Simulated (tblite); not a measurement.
Compound: CH10O2PSi3 (doublet state).
Structure used (GFN2-xTB), in Å, numbered top down from 1:
```xyz
17
CH10O2PSi3 angstrom
O      1.374    0.846    0.866
C      2.514    0.251    0.440
O      2.351   -0.459   -0.763
Si     0.889   -1.093   -1.063
P     -0.252   -0.031    0.557
Si    -2.301   -1.267    0.781
Si    -0.907    1.934   -0.283
H      2.921   -0.450    1.190
H      3.263    1.035    0.247
H      0.577   -0.718   -2.435
H      0.877   -2.532   -0.796
H     -3.130   -0.422    1.635
H     -1.960   -2.516    1.455
H     -3.018   -1.568   -0.460
H     -0.086    2.296   -1.439
H     -0.817    2.943    0.769
H     -2.303    1.763   -0.712
```

Calculated harmonic vibrations of the isolated species, GFN2-xTB (tblite), most abundant isotopes, no scaling. The method is semi-empirical: single wavenumbers can be off by several per cent or more. Modes of hydrogen on silicon can be 10 to 20 % off. One conformer, not necessarily the lowest. Open shells enter through the occupations alone, without spin polarisation, and single modes of such species can be off by tens of per cent.

Harmonic wavenumbers (cm⁻¹): 56.4, 63.3, 82.4, 89.6, 97.1, 108.5, 140.3, 172.9, 209.0, 297.3, 340.0, 383.0, 390.7, 425.2, 457.6, 511.3, 516.0, 524.8, 578.8, 601.1, 668.0, 698.5, 746.8, 754.4, 759.7, 766.6, 773.9, 780.3, 819.3, 1018.0, 1071.8, 1103.8, 1218.1, 1340.5, 1489.0, 2196.8, 2239.9, 2244.9, 2253.1, 2276.4, 2280.8, 2288.7, 2304.4, 2808.6, 2875.2.

A = 1598, B = 937.9, C = 735.6 MHz; mass 168.973 u (most abundant isotopes); point group C1, symmetry number 1; spin multiplicity 2.

What is the zero-point energy?

½Σν̃ = 21911 cm⁻¹ = 262.12 kJ/mol.

Entropy at 350 K, 1 bar (ideal gas, RRHO, classical rotation)?

Translation 176.16, rotation 127.76, vibration 204.94, spin (R ln 2) 5.76: S = 514.6 J/(mol K).

And Cp and H(350 K) − H(0)?

Cp = 220.54 J/(mol K), of which vibrations give 187.28 (their classical limit is 45 R = 374.2); H(350 K) − H(0) = 48.02 kJ/mol without the zero-point energy, 36.37 from vibrations.

Blend soft modes into free rotors: weight 1/[1 + (100 cm⁻¹/ν̃)⁴] for the oscillator and the rest for a rotor with moment μB/(μ + B), μ = h/(8π²ν), B = 10⁻⁴⁴ kg m². What vibrational entropy results?

187.40 J/(mol K) in place of 204.94, which changes −T·S at 350 K by +6.14 kJ/mol.

How do the functions run with temperature in this model?

| T (K) | S (J/(mol K)) | Cp (J/(mol K)) | H − H(0) (kJ/mol) | G − H(0) (kJ/mol) | ln q(vib) |
| --- | --- | --- | --- | --- | --- |
| 50 | 264.6 | 69.8 | 2.35 | -10.88 | 0.71 |
| 100 | 323.3 | 100.8 | 6.67 | -25.66 | 2.62 |
| 298.15 | 480.8 | 201.2 | 37.07 | -106.28 | 10.27 |
| 373.15 | 529.0 | 228.2 | 53.21 | -144.18 | 12.97 |
| 500 | 600.8 | 262.5 | 84.45 | -215.96 | 17.27 |
| 750 | 716.5 | 307.9 | 156.18 | -381.22 | 24.84 |
| 1000 | 809.4 | 337.2 | 237.08 | -572.34 | 31.39 |

q(vib) and H(0) count from the zero-point level.

What must be added to the electronic energy to get the Gibbs energy at 350 K and 1 bar?

ZPE + [H(350 K) − H(0)] − T·S = 262.12 + 48.02 − 180.12 = 130.02 kJ/mol.

Hindered rotation and anharmonicity are outside this model. Other conformers, if any are populated, would add a mixing term that is left out. The structure is chiral; the term R ln 2 for an equal mix with its mirror image is left out.
